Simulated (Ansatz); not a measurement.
Input file for Ansatz (a first-principles code): R-PBE0/def2-TZVPP on CH-, 2S+1 = 1, a spin state set in the input, which need not be the lowest. Charge -1.

Ansatz 0.2 input:
```yaml
crystal:
  periodic: [false, false, false]
  atoms:
    - {symbol: H, position_ang: [0.00000000, 0.00000000, 0.00000000]}
    - {symbol: C, position_ang: [0.00000000, 0.00000000, 1.01600000]}
basis:
  gaussian:
    orbitals: def2-TZVPP
hamiltonian:
  xc: {name: PBE0}
total_charge: -1
relax: {f_tol: 0.002, max_steps: 120}
```

Output:

```
WARN ansatz: RAYON_NUM_THREADS=1 ignored (pool sized by the plan → 1); use --threads N
Functional definition: PBE0
integrals: 0.00 GiB planned
239 factors; their error is unknown
mean field: 0.07 GiB planned
mean field evaluation 1: about -1045.0367 eV, gradient 8.7e0 eV
mean field evaluation 2: about -1045.0622 eV, gradient 8.3e0 eV
mean field evaluation 4: about -1045.2514 eV, gradient 1.8e-1 eV
mean field evaluation 8: about -1045.2484 eV, gradient 7.6e-4 eV
mean field -1045.24839789 eV, -38.4121701276 hartree, gradient 1.6e-5 eV, S^2 0.000000; 0 other end points of the search recorded, 0 dependent functions left out
the calculation of the forces begins
reference -1045.24841322 eV, -38.4121706910 hartree; 4, 4 occupied and 41, 41 virtual orbitals, 239 factors
relax step   1: F+E_penalty+E_count = -1045.24839789 eV  Δ(F+E_penalty+E_count) = +0.000e0 eV  max|allowed force component| = 4.377e0 eV/Å  Δτ_max = 0.0000 Å  (23 SCF iters, accepted)
these checks for a lower state are left out or cut short: starts, cluster_reference, orbital_swaps, neighbouring_geometries, increment
integrals: 0.00 GiB planned
239 factors; their error is unknown
mean field: 0.07 GiB planned
mean field evaluation 16: about -1045.4552 eV, gradient 2.1e-1 eV
mean field -1045.45522181 eV, -38.4197707665 hartree, gradient 1.7e-5 eV, S^2 0.000000; 0 other end points of the search recorded, 0 dependent functions left out
the calculation of the forces begins
reference -1045.45523762 eV, -38.4197713476 hartree; 4, 4 occupied and 41, 41 virtual orbitals, 239 factors
relax step   2: F+E_penalty+E_count = -1045.45522181 eV  Δ(F+E_penalty+E_count) = -2.068e-1 eV  max|allowed force component| = 1.346e0 eV/Å  Δτ_max = 0.0376 Å  (27 SCF iters, accepted)
these checks for a lower state are left out or cut short: starts, cluster_reference, orbital_swaps, neighbouring_geometries, increment
integrals: 0.00 GiB planned
239 factors; their error is unknown
mean field: 0.07 GiB planned
mean field -1045.48477711 eV, -38.4208569037 hartree, gradient 1.6e-5 eV, S^2 0.000000; 0 other end points of the search recorded, 0 dependent functions left out
the calculation of the forces begins
reference -1045.48479319 eV, -38.4208574947 hartree; 4, 4 occupied and 41, 41 virtual orbitals, 239 factors
relax step   3: F+E_penalty+E_count = -1045.48477711 eV  Δ(F+E_penalty+E_count) = -2.956e-2 eV  max|allowed force component| = 2.658e-1 eV/Å  Δτ_max = 0.0188 Å  (27 SCF iters, accepted)
these checks for a lower state are left out or cut short: starts, cluster_reference, orbital_swaps, neighbouring_geometries, increment
integrals: 0.00 GiB planned
239 factors; their error is unknown
mean field: 0.07 GiB planned
mean field evaluation 32: about -1045.4861 eV, gradient 2.1e-1 eV
mean field -1045.48618008 eV, -38.4209084618 hartree, gradient 1.6e-5 eV, S^2 0.000000; 0 other end points of the search recorded, 0 dependent functions left out
the calculation of the forces begins
reference -1045.48619623 eV, -38.4209090554 hartree; 4, 4 occupied and 41, 41 virtual orbitals, 239 factors
relax step   4: F+E_penalty+E_count = -1045.48618008 eV  Δ(F+E_penalty+E_count) = -1.403e-3 eV  max|allowed force component| = 2.025e-2 eV/Å  Δτ_max = 0.0049 Å  (28 SCF iters, accepted)
these checks for a lower state are left out or cut short: starts, cluster_reference, orbital_swaps, neighbouring_geometries, increment
integrals: 0.00 GiB planned
239 factors; their error is unknown
mean field: 0.07 GiB planned
mean field -1045.48618857 eV, -38.4209087741 hartree, gradient 1.6e-5 eV, S^2 0.000000; 0 other end points of the search recorded, 0 dependent functions left out
the calculation of the forces begins
reference -1045.48620473 eV, -38.4209093679 hartree; 4, 4 occupied and 41, 41 virtual orbitals, 239 factors
relax step   5: F+E_penalty+E_count = -1045.48618857 eV  Δ(F+E_penalty+E_count) = -8.498e-6 eV  max|allowed force component| = 1.296e-3 eV/Å  Δτ_max = 0.0004 Å  (28 SCF iters, accepted)
integrals: 0.00 GiB planned
239 factors; their error is unknown
mean field: 0.07 GiB planned
mean field evaluation 64: about -1045.4862 eV, gradient 1.6e-5 eV
mean field -1045.48618857 eV, -38.4209087741 hartree, gradient 1.6e-5 eV, S^2 0.000000; 1 other end points of the search recorded, 0 dependent functions left out
the calculation of the forces begins
reference -1045.48620473 eV, -38.4209093679 hartree; 4, 4 occupied and 41, 41 virtual orbitals, 239 factors
Total energy: -1045.48620473 eV, -38.4209093679 hartree
Atom 0 at     0.000000    -0.000000    -0.061736 Å, force     0.000000     0.000000    -0.001296 eV/Å
Atom 1 at    -0.000000     0.000000     1.077736 Å, force    -0.000000    -0.000000     0.001296 eV/Å
Dipole moment:    -0.000000     0.000000    -0.343973 e Å
```

Self-consistency was reached.

Cost: about 2.0 core-seconds (a rough figure).
